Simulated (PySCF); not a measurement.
# Copper: a sound run and one with changed settings

Sound run: Cu⁺ [Ar] 3d10, Cu²⁺ [Ar] 3d9. Calculation: PySCF 2.14, in x2c-TZVPall (6s5p4d1f, 48 functions); scalar relativity by spin-free X2C-1e. In the sound run the correlated levels freeze [Ar]. The sound run starts from symmetry-adapted Hartree-Fock orbitals and uses a fine grid where one is needed.

Changed run: initial guess 1e, at most 50 SCF cycles, level shift 0.5 hartree.

| species | method | sound run (hartree) | changed run (hartree) | converged |
| --- | --- | --- | --- | --- |
| Cu⁺ | UHF | -1652.89021 | -1652.89021 | yes |
| Cu⁺ | PBE0 | -1654.21390 | -1654.21390 | yes |
| Cu⁺ | TPSS | -1654.48241 | -1654.48241 | yes |
| Cu⁺ | MP2 | -1653.27006 | -1653.21551 | yes |
| Cu²⁺ | UHF | -1652.25710 | -1652.25709 | yes |
| Cu²⁺ | PBE0 | -1653.46836 | -1653.46912 | yes |
| Cu²⁺ | TPSS | -1653.72601 | -1653.72681 | no |
| Cu²⁺ | MP2 | -1652.51823 | -1652.48759 | yes |

Ionisation energy of Cu⁺:

```tsv
method	sound run (eV)	changed run (eV)
UHF	17.228	17.228
PBE0	20.287	20.266
MP2	20.459	19.808
SCS-MP2	20.054	19.483
```

Where the changed run lies lower, it found another determinant of the same configuration, with other orbitals of the open shell filled.

For comparison, NIST gives 20.292 eV between the lowest levels.
